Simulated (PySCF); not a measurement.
# Unknown compound

An unknown has the formula C$_{8}$H$_{12}$Si. Its calculated NMR data are:

1H NMR (500 MHz, computed): δ 6.70 (m, 1H), 5.89 (s, 1H), 5.83 (t, 1H), 5.59 (m, 1H), 5.51 (m, 1H), 4.68 (m, 2H), 2.04 (s, 3H), 1.70 (m, 2H).

13C{1H} NMR (computed): δ 159.2 (C), 151.2 (CH), 143.8 (C), 137.3 (CH), 120.3 (CH2), 120.0 (CH), 32.3 (CH3), 2.9 (CH2).

- GFN2-xTB geometry
- σ from GIAO-PBE0/pcSseg-1
- code: PySCF 2.14
- gas phase, one computed conformer, non-relativistic, equivalent nuclei averaged

References, each an isolated molecule treated in the same way: 1H (σref 31.72), 13C (σref 186.93) against TMS.

Problem. Which candidate is it?
A. CC(C)C#CC1=CC[SiH2]1
B. Cc1ccc(C[SiH3])cc1
C. C=CC1=CC(C)=C[SiH2]C1
D. C#C[C@](C)(C#CC)[SiH2]C

Solution. C. 

- The formula gives 4 degrees of unsaturation (1 ring in the answer).
- 8 carbon signals for 8 carbons: no two carbons are equivalent.
- Carbon types of the structure: 2 × C, 3 × CH, 2 × CH2, 1 × CH3, leaving 2 H on heteroatoms.
- δC 159.2, 143.8: fully substituted alkene carbon; as expected for a trigonal carbon in a double bond.
- δC 151.2, 137.3, 120.0: alkene CH; the olefinic region.
- δC 120.3: terminal =CH2 carbon; as expected for a trigonal carbon in a double bond.
- δC 32.3: allylic methyl carbon; a saturated carbon with 1 carbon neighbour and no heteroatom attached.
- δH 1.70: hydrogen on an allylic sp3 CH2 bonded to Si; allylic position.

The others: Cc1ccc(C[SiH3])cc1 would give 6 carbon signals, not 8; CC(C)C#CC1=CC[SiH2]1 would give 7 carbon signals, not 8; C#C[C@](C)(C#CC)[SiH2]C would give 6 signals for carbon-bound and other non-exchanging H, not 8.

Shifts are as computed. Against solution values, carbons near 30 ppm lie about +3 ppm off and those near 130 ppm about +5 ppm. Of 1309 compounds with measured shifts, 239 miss one by over three times the rms of a fit or turn the order of signals round; such compounds aren't used in these exercises. Multiplicities follow the n + 1 count of equivalent neighbours, as no J values were calculated; m marks all less simple cases, F and P coupling included.
